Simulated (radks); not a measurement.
Values are calculated unless marked as measured or tabulated.
B+, configuration [He] 2s2. Level of theory: non-relativistic Kohn-Sham, LDA (Slater exchange, Perdew-Wang correlation), spin-polarised, spherical densities, point nucleus (a radial shooting solver on a logarithmic mesh with Libxc functionals).

Normalised radial functions P(r) = r R(r), r in bohr:

| r | 1s | 2s |
|---|---|---|
| 0.0205 | 0.3818 | 0.0923 |
| 0.02525 | 0.4592 | 0.1109 |
| 0.03083 | 0.5455 | 0.1316 |
| 0.03796 | 0.6482 | 0.1563 |
| 0.04637 | 0.7594 | 0.1828 |
| 0.05709 | 0.8868 | 0.2128 |
| 0.06973 | 1.0177 | 0.2433 |
| 0.08585 | 1.1578 | 0.2750 |
| 0.1049 | 1.2889 | 0.3031 |
| 0.1291 | 1.4110 | 0.3263 |
| 0.1577 | 1.5021 | 0.3384 |
| 0.1942 | 1.5547 | 0.3344 |
| 0.2371 | 1.5511 | 0.3084 |
| 0.292 | 1.4800 | 0.2518 |
| 0.3566 | 1.3439 | 0.1640 |
| 0.4391 | 1.1396 | 0.0362 |
| 0.5363 | 0.9023 | -0.1182 |
| 0.6603 | 0.6445 | -0.3003 |
| 0.8064 | 0.4185 | -0.4781 |
| 0.9929 | 0.2333 | -0.6396 |
| 1.213 | 0.1136 | -0.7443 |
| 1.493 | 0.0440 | -0.7758 |
| 1.824 | 0.0140 | -0.7220 |
| 2.245 | 0.0031 | -0.5912 |
| 2.743 | 0.0005 | -0.4260 |
| 3.377 | 0.0001 | -0.2570 |
| 4.124 | 0.0000 | -0.1312 |
| 5.078 | 0.0000 | -0.0518 |
| 6.202 | 0.0000 | -0.0163 |

1s: eigenvalue -191.68 eV, 0 radial nodes, <r> = 0.332 bohr, 90 % of the charge inside 0.597 bohr. 2s: eigenvalue -19.405 eV, 1 radial node at r = 0.462 bohr, <r> = 1.79 bohr, 90 % of the charge inside 2.80 bohr.
